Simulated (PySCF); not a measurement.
# Calcium: a sound run and one with changed settings

Sound run: Ca⁺ [Ar] 4s1, Ca²⁺ [Ar]. All numbers are calculated (PySCF 2.14, the non-relativistic Hamiltonian (point nucleus), in 6-31G*). The sound run starts from symmetry-adapted Hartree-Fock orbitals and uses a fine grid where one is needed.

Changed run: radial step 0.5 in ln r (0.13 in the sound run). This setting is unsound on purpose.

| species | method | sound run (hartree) | changed run (hartree) | converged |
| --- | --- | --- | --- | --- |
| Ca⁺ | UHF | -676.51948 | -676.51948 | yes |
| Ca⁺ | TPSS | -677.30810 | -677.33260 | yes |
| Ca⁺ | MN15 | -677.22072 | -677.25722 | yes |
| Ca²⁺ | UHF | -676.10389 | -676.10389 | yes |
| Ca²⁺ | TPSS | -676.87878 | -676.90674 | yes |
| Ca²⁺ | MN15 | -676.79692 | -676.83784 | yes |

Ionisation energy of Ca⁺:

```json
{"method": "UHF", "sound run (eV)": "11.309", "changed run (eV)": "11.309"}
{"method": "TPSS", "sound run (eV)": "11.682", "changed run (eV)": "11.588"}
{"method": "MN15", "sound run (eV)": "11.532", "changed run (eV)": "11.412"}
```

A coarse radial grid mis-integrates the density and the exchange-correlation energy, with errors of either sign; Hartree-Fock needs no grid.

For comparison, NIST gives 11.872 eV between the lowest levels.
